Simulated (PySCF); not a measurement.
**Si⁺: excitation energy**

Si⁺ [Ne] 3s2 3p1 (2P) → Si⁺ [Ne] 3s2 4s1 (2S), as a difference of total energies. All numbers are calculated (PySCF 2.14, the non-relativistic Hamiltonian (point nucleus), in aug-cc-pV(T+d)Z). Correlated levels: valence: [Ne] frozen. The calculations carry no spin-orbit coupling.

| method | excitation energy (cm⁻¹) |
| --- | --- |
| UHF | 64427 |
| LDA | 64517 |
| PBE | 65140 |
| PBE0 | 65844 |
| r2SCAN | 67814 |
| PW91 | 65416 |
| M06-L | 67899 |
| wB97M-V | 63291 |
| LC-wPBE | 67848 |
| MP2 (valence) | 64704 |
| SCS-MP2 (valence) | 64852 |

Errors of the correlated levels include the incompleteness of this basis and the frozen core.

For comparison: 65309 cm⁻¹ (measured; NIST levels, between the centres of gravity of the two terms).
